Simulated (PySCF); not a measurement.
# Two probes of the same atoms: core binding energy and nuclear shielding

Compound: ethylidenecyclopentane, C7H12.
Z-matrix (Å and degrees, PBE0-D3(BJ)/def2-SVP geometry), rows numbered from 1:
```
C 
C   1  1.4939
C   2  1.3379  1  126.18
C   3  1.5154  2  125.09  1   179.85
C   4  1.5301  3  104.33  2   163.41
C   5  1.5283  4  103.10  3    34.32
C   3  1.5172  2  126.52  1    -1.01
H   1  1.1032  2  111.25  3   122.38
H   1  1.1036  2  111.37  3  -119.33
H   1  1.0990  2  112.33  3     1.61
H   2  1.0972  1  116.12  3  -179.78
H   4  1.1054  3  109.56  2   -79.38
H   4  1.1004  3  112.77  2    39.38
H   5  1.1035  4  109.88  3   -82.59
H   5  1.1002  4  113.42  3   157.37
H   6  1.1033  5  109.45  4    77.10
H   6  1.1001  5  113.54  4  -163.32
H   7  1.1048  3  109.60  2   -69.97
H   7  1.1010  3  112.97  2    48.52
```

Binding energies: delta-SCF UKS SCAN, pcX-2 on the ionised atom, pcseg-1 elsewhere, spin-free X2C in PySCF 2.14.0. Shieldings: GIAO PBE/pcSseg-1, non-relativistic, same geometry.

```
atom  isotropic shielding (ppm)
  C1                      161.4
  C2                       58.0
  C3                       30.6
  C4                      141.0
  C5                      148.9
  C6                      148.9
  C7                      147.1
```

Task: What are the C 1s binding energies of these atoms?

Result: 
```csv
atom,environment,C 1s (eV),isotropic shielding (ppm)
C2,alkene CH carbon,289.59,58.0
C3,fully substituted alkene carbon,289.80,30.6
C4,allylic carbon,290.28,141.0
C7,allylic carbon,290.31,147.1
C5,ring CH2 carbon,290.31,148.9
C6,ring CH2 carbon,290.33,148.9
C1,allylic carbon,290.47,161.4
```

Task: Among the listed atoms, is the one with the highest binding energy also the least shielded?

Result: No. The highest binding energy is at C1 (290.47 eV, shielding 161.4 ppm), the lowest shielding at C3 (30.6 ppm, 289.80 eV).

Over these 7 sites the two quantities correlate at r = 0.94. By binding energy: C2 < C3 < C4 ≈ C7 ≈ C5 ≈ C6 < C1. By shielding: C3 < C2 < C4 < C7 < C5 ≈ C6 < C1.

Geometry: PBE0-D3(BJ)/def2-SVP, one conformer, isolated molecule.
